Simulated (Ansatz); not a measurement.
```yaml
crystal:
  periodic: [false, false, false]
  atoms:
    - {symbol: Ag, position_ang: [3.433435, 0.559390, 1.084946]}
    - {symbol: Ag, position_ang: [-0.927789, -2.891561, 2.052452]}
    - {symbol: Ag, position_ang: [-3.199412, -2.331415, 0.563995]}
    - {symbol: Ag, position_ang: [-0.530401, -1.956063, -0.594894]}
    - {symbol: Ag, position_ang: [2.024081, -0.961387, -0.885556]}
    - {symbol: Ag, position_ang: [2.746813, 1.724862, -1.367032]}
    - {symbol: Ag, position_ang: [-0.079011, 0.540510, -1.893838]}
    - {symbol: Ag, position_ang: [1.158652, -1.091616, 1.776356]}
    - {symbol: Ag, position_ang: [-1.719737, 2.130245, -0.130115]}
    - {symbol: Ag, position_ang: [-1.493126, -0.197585, 1.363122]}
    - {symbol: Ag, position_ang: [0.501988, 3.293404, -1.461604]}
    - {symbol: Ag, position_ang: [-2.758208, -0.265732, -1.188587]}
    - {symbol: Ag, position_ang: [0.842725, 1.446978, 0.680745]}
basis:
  gaussian: {orbitals: def2-TZVP, initial_orbitals: start.molden}
total_charge: 1
hamiltonian: {xc: pbe0, dispersion: d4}
scf: {omitted_lower_state_checks: [starts]}
output: {orbitals: {seedname: orbitals}}
```

The file start.molden holds the orbitals of an earlier run on this structure, at another level or in another basis.

```sh
$ ansatz run in.yaml --threads 6 --pin off --events-out ev --progress --plain --max-ram 7833MiB
```

**Question.** Does this run fit into the memory that it is given?

**Answer.** No. It has 520 basis functions, and Ansatz plans for 11 GiB where 8 GiB are given.
